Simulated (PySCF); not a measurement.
C2H7NOSi2, SMILES CC1=N[SiH2]O[SiH2]1. Atoms are numbered in the order given.

```xyz
13

C      0.6726     2.5165     0.0000
C      0.3887     1.0414     0.0000
N      1.3297     0.1681     0.0000
Si     0.7709    -1.5135     0.0000
O     -0.9074    -1.3314     0.0000
Si    -1.3925     0.2747     0.0000
H      0.2162     2.9937     0.8847
H      0.2162     2.9937    -0.8847
H      1.7565     2.7016     0.0000
H      1.2338    -2.2222     1.2197
H      1.2338    -2.2222    -1.2197
H     -2.1849     0.6130     1.2150
H     -2.1849     0.6130    -1.2150
```

Geometry optimised at B3LYP-D3(BJ)/def2-SVP. This is a generated structure with no PubChem entry under its InChIKey; it may be hypothetical.

The numbers are results of PBE/def2-TZVP (PySCF), not measurements.

ESP charges are fitted to the potential on shells at 1.4 to 2.0 van der Waals radii. Atomic charges (e):

| atom | ESP fit | Löwdin | Mulliken |
|---|---|---|---|
| C1 | -0.55 | -0.29 | -0.33 |
| C2 | 0.48 | -0.36 | -0.01 |
| N3 | -0.56 | 0.03 | ___ |
| Si4 | 0.52 | 0.15 | 0.41 |
| O5 | -0.37 | -0.01 | -0.39 |
| Si6 | 0.28 | 0.21 | ___ |
| H7 | 0.14 | 0.14 | ___ |
| H8 | 0.14 | 0.14 | ___ |
| H9 | 0.17 | 0.13 | ___ |
| H10 | -0.06 | -0.04 | ___ |
| H11 | -0.06 | -0.04 | ___ |
| H12 | -0.06 | -0.03 | -0.03 |
| H13 | -0.06 | -0.03 | -0.03 |

Q: Complete the blanks. (The exact figures need the calculation; the answer reports its results.)

A: 
- N3, Mulliken: -0.23
- Si6, Mulliken: 0.28
- H7, Mulliken: 0.13
- H8, Mulliken: 0.13
- H9, Mulliken: 0.12
- H10, Mulliken: -0.03
- H11, Mulliken: -0.03

Q: Give the Mayer and Wiberg (Löwdin basis) orders of the bonds. (The exact figures need the calculation; the answer reports its results.)

A: 
```
bond     Mayer  Wiberg
-------  -----  ------
C1–C2     0.93    1.32
C2–N3     1.89    2.20
N3–Si4    1.09    1.26
Si4–O5    1.11    1.49
C2–Si6    0.97    0.98
O5–Si6    1.17    1.53
C1–H7     0.94    0.88
C1–H8     0.94    0.88
C1–H9     0.95    0.89
Si4–H10   0.92    0.93
Si4–H11   0.92    0.93
Si6–H12   0.91    0.93
Si6–H13   0.91    0.93
```
